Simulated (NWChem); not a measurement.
System: C2H7FSi; SMILES C[SiH2]CF

NWChem input:

```
start job
memory heap 200 mb stack 900 mb global 1100 mb
geometry units angstroms noautoz
  C     -1.012204     1.563646     0.125163
  Si     0.616685     0.652696    -0.141205
  C      0.409882    -1.162301     0.429523
  F     -0.669456    -1.724920    -0.262481
  H     -1.241048     1.663344     1.205450
  H     -0.994545     2.577522    -0.321425
  H     -1.831667     0.985982    -0.348270
  H      0.987094     0.650158    -1.600265
  H      1.745325     1.273721     0.644241
  H      0.206595    -1.219015     1.524382
  H      1.324798    -1.767492     0.235286
end
basis spherical
  C library def2-svp
  Si library def2-svp
  F library def2-svp
  H library def2-svp
end
dft
  xc hcth407
  iterations 150
  mulliken
end
task dft energy
```

NWChem printed, in part:

```
             Northwest Computational Chemistry Package (NWChem) 7.3.0
             --------------------------------------------------------

 C1  symmetry detected

                             Geometry "geometry" -> ""
                             -------------------------

 Output coordinates in angstroms (scale by  1.889725989 to convert to a.u.)

  No.       Tag          Charge          X              Y              Z
 ---- ---------------- ---------- -------------- -------------- --------------
    1 C                    6.0000    -1.02704268     1.53493502     0.14157741
    2 Si                  14.0000     0.61460571     0.66289083    -0.17241417
    3 C                    6.0000     0.47115560    -1.15342701     0.41335336
    4 F                    9.0000    -0.61541759    -1.74631194    -0.24103670
    5 H                    1.0000    -1.22373107     1.63500925     1.22814452
    6 H                    1.0000    -1.04876692     2.54642466    -0.31021237
    7 H                    1.0000    -1.84661176     0.93463088    -0.30260226
    8 H                    1.0000     0.93825977     0.66131252    -1.64255393
    9 H                    1.0000     1.75197193     1.31589968     0.57351024
   10 H                    1.0000     0.30434497    -1.20900416     1.51441816
   11 H                    1.0000     1.39413400    -1.73698513     0.19283977

 Effective nuclear repulsion energy (a.u.)     169.5588800775

                                 NWChem DFT Module
                                 -----------------

 Summary of "ao basis" -> "ao basis" (spherical)
 ------------------------------------------------------------------------------
       Tag                 Description            Shells   Functions and Types
 ---------------- ------------------------------  ------  ---------------------
 C                          def2-svp                 6       14   3s2p1d
 Si                         def2-svp                 8       18   4s3p1d
 F                          def2-svp                 6       14   3s2p1d
 H                          def2-svp                 3        5   2s1p

            General Information
            -------------------
          SCF calculation type: DFT
          Wavefunction type:  closed shell.
          No. of atoms     :    11
          No. of electrons :    42
           Alpha electrons :    21
            Beta electrons :    21
          Charge           :     0
          Spin multiplicity:     1
          Use of symmetry is: off; symmetry adaption is: off
          Maximum number of iterations: 150
          AO basis - number of functions:    95
                     number of shells:    47
          Convergence on energy requested:  1.00D-06
          Convergence on density requested:  1.00D-05
          Convergence on gradient requested:  5.00D-04

              XC Information
              --------------
                      HCTH407 Method XC Functional
                      HCTH407  Exchange Functional  1.000
                   HCTH407  Correlation Functional  1.000

             Grid Information
             ----------------
          Grid used for XC integration:  medium
          Radial quadrature: Mura-Knowles
          Angular quadrature: Lebedev.
          Tag              B.-S. Rad. Rad. Pts. Rad. Cut. Ang. Pts.
          ---              ---------- --------- --------- ---------
          C                   0.70       49          11.0       434
          Si                  1.10       88           8.0       590
          F                   0.50       49          11.0       434
          H                   0.35       45          12.0       434
          Grid pruning is: on
          Number of quadrature shells:   550
          Spatial weights used:  Erf1

      Superposition of Atomic Density Guess
      -------------------------------------

 Sum of atomic energies:        -466.77562981

      Non-variational initial energy
      ------------------------------

 Total energy =    -468.455771
 1-e energy   =    -980.759862
 2-e energy   =     342.745211
 HOMO         =      -0.336305
 LUMO         =       0.072335

     ---------------------------------------------
      Total Density - Mulliken Population Analysis
     ---------------------------------------------

    Atom       Charge   Shell Charges
 -----------   ------   -------------------------------------------------------
    1 C    6     6.60   1.99  0.96  0.29  2.10  1.24  0.01
    2 Si  14    13.48   2.00  1.99  1.01  0.26  5.94  1.12  0.99  0.17
    3 C    6     5.89   1.99  0.94  0.29  1.74  0.89  0.04
    4 F    9     9.46   1.99  1.14  0.79  3.45  2.09  0.00
    5 H    1     0.86   0.65  0.19  0.03
    6 H    1     0.86   0.65  0.19  0.03
    7 H    1     0.86   0.65  0.19  0.03
    8 H    1     1.08   0.70  0.37  0.01
    9 H    1     1.07   0.69  0.37  0.01
   10 H    1     0.92   0.68  0.21  0.02
   11 H    1     0.91   0.68  0.21  0.02

   convergence    iter        energy       DeltaE   RMS-Dens  Diis-err
 ---------------- ----- ----------------- --------- --------- ---------
 d= 0,ls=0.0,diis     1   -469.4846902339 -6.39D+02  1.22D-02  4.67D-01
 d= 0,ls=0.0,diis     2   -469.4456627294  3.90D-02  6.80D-03  9.61D-01
 d= 0,ls=0.0,diis     3   -469.5374148390 -9.18D-02  1.42D-03  4.77D-02
 d= 0,ls=0.0,diis     4   -469.5411500076 -3.74D-03  5.50D-04  2.72D-03
 d= 0,ls=0.0,diis     5   -469.5414229743 -2.73D-04  1.83D-04  3.34D-04
  Resetting Diis
 d= 0,ls=0.0,diis     6   -469.5414686207 -4.56D-05  3.80D-05  1.09D-05
 d= 0,ls=0.0,diis     7   -469.5414702625 -1.64D-06  1.58D-05  5.78D-07
 d= 0,ls=0.0,diis     8   -469.5414702000  6.24D-08  8.87D-06  1.01D-06

         Total DFT energy =     -469.541470200021
      One electron energy =     -984.758923550895
           Coulomb energy =      390.514240632238
    Exchange-Corr. energy =      -44.855667358827
 Nuclear repulsion energy =      169.558880077462

 Numeric. integr. density =       41.999994257217

                       DFT Final Molecular Orbital Analysis
                       ------------------------------------

 Vector   19  Occ=2.000000D+00  E=-2.993168D-01
              MO Center=  4.1D-01,  8.4D-01,  1.1D-01, r^2= 3.5D+00
   Bfn.  Coefficient  Atom+Function         Bfn.  Coefficient  Atom+Function
  ----- ------------  ---------------      ----- ------------  ---------------
    81      0.320956   9 H  s                 4     -0.278125   1 C  px
    22      0.244361   2 Si px               82      0.188314   9 H  s
    25      0.170053   2 Si px               71      0.152933   7 H  s
    52     -0.142707   4 F  pz                7     -0.136244   1 C  px
    19     -0.135207   2 Si px               51     -0.116509   4 F  py

 Vector   20  Occ=2.000000D+00  E=-2.858167D-01
              MO Center= -3.0D-02, -3.9D-01, -7.5D-02, r^2= 3.9D+00
   Bfn.  Coefficient  Atom+Function         Bfn.  Coefficient  Atom+Function
  ----- ------------  ---------------      ----- ------------  ---------------
    52      0.293203   4 F  pz               50     -0.239028   4 F  px
     4     -0.229477   1 C  px               86      0.211715  10 H  s
    91     -0.209319  11 H  s                55     -0.203791   4 F  pz
    76      0.197941   8 H  s                53      0.166375   4 F  px
    38      0.160591   3 C  pz                7     -0.153412   1 C  px

 Vector   21  Occ=2.000000D+00  E=-2.569012D-01
              MO Center=  1.5D-01, -8.0D-01,  6.7D-02, r^2= 2.7D+00
   Bfn.  Coefficient  Atom+Function         Bfn.  Coefficient  Atom+Function
  ----- ------------  ---------------      ----- ------------  ---------------
    51      0.387733   4 F  py               37      0.324550   3 C  py
    54     -0.283739   4 F  py               23     -0.246836   2 Si py
    52     -0.191661   4 F  pz               35      0.189015   3 C  s
    38     -0.144743   3 C  pz               40      0.144430   3 C  py
    17      0.139972   2 Si s                91     -0.139369  11 H  s

 Vector   22  Occ=0.000000D+00  E= 1.153322D-02
              MO Center=  3.7D-02,  5.7D-01,  1.5D-02, r^2= 5.4D+00
   Bfn.  Coefficient  Atom+Function         Bfn.  Coefficient  Atom+Function
  ----- ------------  ---------------      ----- ------------  ---------------
     3      1.873462   1 C  s                25      0.909725   2 Si px
    62     -0.619459   5 H  s                67     -0.595261   6 H  s
    72     -0.502797   7 H  s                82     -0.453888   9 H  s
    26     -0.400768   2 Si py               49      0.281751   4 F  s
    41      0.274401   3 C  pz               35     -0.213750   3 C  s

 Vector   23  Occ=0.000000D+00  E= 1.883644D-02
              MO Center=  8.0D-01,  8.0D-02,  2.1D-01, r^2= 5.3D+00
   Bfn.  Coefficient  Atom+Function         Bfn.  Coefficient  Atom+Function
  ----- ------------  ---------------      ----- ------------  ---------------
    35      1.892116   3 C  s                26      1.156508   2 Si py
    87     -0.801561  10 H  s                92     -0.739749  11 H  s
    82     -0.392853   9 H  s                27     -0.364831   2 Si pz
    40      0.283483   3 C  py               77     -0.267568   8 H  s
    18     -0.255498   2 Si s                39      0.253649   3 C  px

 Vector   24  Occ=0.000000D+00  E= 3.177869D-02
              MO Center=  3.1D-01,  4.2D-01,  1.4D-01, r^2= 4.9D+00
   Bfn.  Coefficient  Atom+Function         Bfn.  Coefficient  Atom+Function
  ----- ------------  ---------------      ----- ------------  ---------------
     3      1.326029   1 C  s                27     -1.081539   2 Si pz
    77     -0.857937   8 H  s                82      0.633757   9 H  s
    35      0.476302   3 C  s                67     -0.475836   6 H  s
    18     -0.443834   2 Si s                72     -0.443748   7 H  s
    62     -0.363675   5 H  s                26     -0.352385   2 Si py

     ---------------------------------------------
      Total Density - Mulliken Population Analysis
     ---------------------------------------------

    Atom       Charge   Shell Charges
 -----------   ------   -------------------------------------------------------
    1 C    6     6.25   1.98  0.91  0.24  2.11  0.99  0.01
    2 Si  14    13.60   2.00  1.98  1.08  0.18  5.93  1.33  0.89  0.21
    3 C    6     5.92   1.99  0.94  0.19  2.01  0.73  0.05
    4 F    9     9.28   1.99  1.14  0.81  3.36  1.98  0.01
    5 H    1     0.95   0.73  0.19  0.03
    6 H    1     0.95   0.73  0.19  0.03
    7 H    1     0.94   0.73  0.19  0.03
    8 H    1     1.08   0.74  0.33  0.01
    9 H    1     1.09   0.74  0.34  0.01
   10 H    1     0.97   0.75  0.20  0.02
   11 H    1     0.97   0.75  0.19  0.02

     -------------------------------------------
      Total Density - Lowdin Population Analysis
     -------------------------------------------

    Atom       Charge   Shell Charges
 -----------   ------   -------------------------------------------------------
    1 C    6     6.25   1.96  0.60  0.34  1.89  1.41  0.04
    2 Si  14    13.51   2.00  1.93  0.67  0.32  5.82  1.34  1.11  0.31
    3 C    6     6.04   1.96  0.63  0.34  1.80  1.18  0.12
    4 F    9     9.15   1.98  1.03  0.76  3.23  2.15  0.01
    5 H    1     0.96   0.63  0.27  0.07
    6 H    1     0.96   0.63  0.27  0.07
    7 H    1     0.96   0.62  0.26  0.07
    8 H    1     1.10   0.65  0.42  0.02
    9 H    1     1.10   0.65  0.43  0.02
   10 H    1     0.98   0.65  0.27  0.07
   11 H    1     0.98   0.65  0.27  0.07

     Multipole analysis of the density
     ---------------------------------

     L   x y z        total         alpha         beta         nuclear
     -   - - -        -----         -----         ----         -------
     0   0 0 0     -0.000000    -21.000000    -21.000000     42.000000

     1   1 0 0      0.200935      0.100467      0.100467      0.000000
     1   0 1 0      0.297537      0.148768      0.148768      0.000000
     1   0 0 1      0.357888      0.178944      0.178944      0.000000

     2   2 0 0    -24.787330    -63.015670    -63.015670    101.244011
     2   1 1 0     -2.140345      5.364981      5.364981    -12.870307
     2   1 0 1      0.036815      0.514449      0.514449     -0.992083
     2   0 2 0    -25.388753   -141.959241   -141.959241    258.529729
     2   0 1 1     -0.833589      1.245010      1.245010     -3.323610
     2   0 0 2    -24.305671    -28.469346    -28.469346     32.633021
```

Level: HCTH/407/def2-SVP. Geometry: optimised at PBE-D3(BJ)/def2-SVP.
